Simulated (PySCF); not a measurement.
CH$_{4}$OS, SMILES `SOC` (C–O–S–H torsion 82°), neutral singlet in the gas phase. 

Cartesian coordinates (Å):
```xyz
7

C     -0.7967     0.0428     0.4787
O      0.1224    -0.1483    -0.5997
S      1.6275    -0.6865    -0.1479
H     -0.4754     0.8671     1.1217
H     -1.7525     0.2895     0.0169
H     -0.8953    -0.8652     1.0777
H      2.1699     0.5007     0.2123
```
Charge 0, spin multiplicity 1.

All levels are single points at this geometry (B3LYP-D3(BJ)/def2-TZVP); Pople sets use spherical d functions. Orbital energies aren't observables, and empty levels follow the basis.

B3LYP-D3(BJ)/def2-TZVP in PySCF gives HOMO (eV) = -6.72.

Problem. Estimate the HOMO (eV) from each of these levels: PBE-D3(BJ)/def2-TZVP in PySCF; B3LYP/6-311+G** in PySCF; BP86/6-31G* in PySCF; M06-2X/6-31G* in PySCF; SVWN5/6-31G* in PySCF.

Solution. 
```
level                          HOMO (eV)
-----------------------------  ---------
PBE-D3(BJ)/def2-TZVP in PySCF      -5.65
B3LYP/6-311+G** in PySCF           -6.85
BP86/6-31G* in PySCF               -5.58
M06-2X/6-31G* in PySCF             -8.10
SVWN5/6-31G* in PySCF              -5.56
```
